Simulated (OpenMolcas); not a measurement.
**Ni3+ in a ligand field**

Ni3+ with 6 ligands (fluoride) in tetragonal octahedral coordination (D4h) at 1.85 Å, the axial distance 1.813 Å. A charge of +0.5 e stands 3.2 Å behind each ligand. Ligand basis ANO-RCC-VDZP.

- Program: OpenMolcas
- Method: SS-CASPT2, IPEA 0.25 Eh, imaginary shift 0.1 Eh (closed shells correlated: 3s 3p and the ligand valence shells)
- Basis: ANO-RCC-VDZP [5s4p2d1f]
- Scalar Hamiltonian: DKH2, point nucleus
- Active space: 7 electrons in 5 orbitals (3d)
- State averaging: 2S+1 = 4 even, 10 roots; 2S+1 = 2 even, 40 roots
- Spin-orbit coupling: state interaction with AMFI integrals over the reference wave functions

The lowest spin-free states (labels of D4, the rotations of D4h), above the lowest:

| State | Degeneracy | E (cm-1) |
| --- | --- | --- |
| 4E | 2 | 0 |
| 2B1 | 1 | 280 |
| 4A2 | 1 | 500 |
| 2A1 | 1 | 1870 |
| 2E | 2 | 13530 |
| 2B2 | 1 | 14110 |
| 2E | 2 | 14450 |
| 2A2 | 1 | 14480 |
| 4E | 2 | 15580 |
| 2E | 2 | 16460 |
| 4B2 | 1 | 16540 |
| 2A2 | 1 | 16940 |
| 2A1 | 1 | 25610 |
| 2E | 2 | 26460 |
| 2B2 | 1 | 28010 |
| 4A2 | 1 | 28530 |
| 4E | 2 | 30040 |
| 4B1 | 1 | 32700 |
| 2B1 | 1 | 33330 |
| 2E | 2 | 33490 |

The lowest levels with spin-orbit coupling:

| E (cm-1) | Degeneracy | Label | 2S+1 | g |
| --- | --- | --- | --- | --- |
| 0 | 2 | E1/2 | 4 | 3.00 3.00 6.61 |
| 150 | 2 | E3/2 | 4 (53 %) | 1.81 3.23 3.23 |
| 400 | 2 | E1/2 | 4 | 0.94 0.94 1.03 |
| 790 | 2 | E3/2 | 4 | 0.77 2.79 2.79 |
| 1110 | 2 | E1/2 | 4 (78 %) | 0.59 2.00 2.00 |
| 1540 | 2 | E3/2 | 4 | 0.12 0.12 2.93 |
| 2040 | 2 | E3/2 | 4 (58 %) | 1.94 1.94 2.40 |
| 3130 | 2 | E1/2 | 2 (76 %) | 2.01 2.38 2.38 |
| 13850 | 2 | E1/2 | 2 | 0.68 0.68 4.41 |
| 13990 | 2 | E3/2 | 2 | 0.81 2.07 2.07 |
| 14520 | 2 | E3/2 | 2 (90 %) | 0.99 1.25 1.25 |
| 14960 | 2 | E1/2 | 2 (82 %) | 0.95 0.95 1.89 |
| 15180 | 2 | E3/2 | 2 (86 %) | 0.42 1.13 1.13 |
| 15300 | 2 | E1/2 | 2 (88 %) | 0.86 0.86 1.37 |
| 16350 | 2 | E1/2 | 4 | 0.67 0.67 5.93 |
| 16560 | 2 | E3/2 | 4 (83 %) | 0.36 2.54 2.54 |
| 16600 | 2 | E1/2 | 4 (83 %) | 0.98 0.98 2.76 |
| 16820 | 2 | E3/2 | 4 (67 %) | 1.39 1.39 2.23 |
| 17120 | 2 | E1/2 | 2 (88 %) | 0.34 1.73 1.73 |
| 17240 | 2 | E3/2 | 2 (75 %) | 0.87 0.87 1.77 |

Powder χT (cm3 K/mol): 1.94 at 2 K, 2 at 10 K, 2.26 at 50 K, 2.44 at 100 K, 2.58 at 200 K, 2.65 at 300 K. The effective moment at 300 K is 2.828 √(χT) = 4.60 μB.

The lowest level has 2S+1 = 4, for which the spin-only value is χT = S(S+1) / 2 = 1.875 cm3 K/mol (g = 2). The computed 2.649 at 300 K differs by +0.774, through orbital momentum, spin-orbit coupling and any other state in reach.

Over all roots computed the reference weight is 0.66 to 0.72; the roots of lowest weight are the least certain, and an intruder state may touch them. An orbital doublet at a regular site is open to a Jahn-Teller distortion, which this geometry leaves out. This shell can be high or low spin here, a state of another spin lies low, and with metal d orbitals alone active their balance is uncertain, so the ground spin may be wrong. A single d shell leaves out the double-shell effect, which counts most for late 3d ions, where the CASPT2 field can be off either way by tens of per cent. Ligand-to-metal charge-transfer states are missing. With no ligand orbital active B as a rule stays too high, so bands that hang on it stand too high and its fall with covalency is understated. With one d shell and no ligand orbital active, 10Dq can be off by a tenth or more. The distance lies 3 % under the 1.91 Å that this model takes as the normal distance (a Shannon-type radius plus a fixed donor radius); by an R⁻⁵ law this alone changes a d-shell field by about +17 %. No measured value stands beside these numbers; the geometry is a model, was not optimised and need not be the one that this ion takes.

The CASPT2 steps took 110 s on 1 thread of Arm Neoverse V2 (shared host); the integral step is not counted.
